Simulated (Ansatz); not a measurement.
Total energies of trans-PdH2(NH3)2 (PdN2H8) from Ansatz at CCSD(T)/def2-TZVP, gas phase (1 Eh = 27.2114 eV = 2625.5 kJ/mol). The reference geometry is relaxed at r2SCAN-D4/def2-SVP.

```
                 state                       geometry  energy (Eh)
      charge 0 singlet                      reference   -241.64359
      charge 1 doublet                      reference   -241.37773
      charge 0 triplet  relaxed at r2SCAN-D4/def2-SVP   -241.58135
free Pd atom (singlet)                              –   -127.46378
 free H atom (doublet)                              –     -0.49981
 free N atom (quartet)                              –    -54.51594
```

In the def2 sets Pd takes a core potential; there is no spin–orbit coupling. Correlated methods freeze 2 core orbitals; core or outer-core shells of Pd are correlated, in sets that lack core-valence functions.

Work out the vertical ionisation energy to the doublet.

E(charge 1 doublet) − E(charge 0 singlet) = -241.37773 − (-241.64359) = 0.26586 Eh = 7.23 eV.

Which of the charge 0 states is lowest, and how far above it are the others?

The singlet. triplet: -241.58135 − (-241.64359) = 0.06224 Eh = 163.4 kJ/mol.

What is the binding energy per atom against free atoms?

Atoms: 1 × (-127.46378) + 8 × (-0.49981) + 2 × (-54.51594) = -240.49414 Eh. Binding: -240.49414 − (-241.64359) = 1.14945 Eh = 31.28 eV, or 2.84 eV for each of 11 atoms (no zero-point energy, no counterpoise term).

At CCSD(T)/def2-TZVP the test of the restricted singlet for broken spin symmetry was undecided. At CCSD(T)/def2-TZVP the charge 1 doublet is spin-contaminated (final ⟨S²⟩ up to 1.00, 0.75 for a pure state).
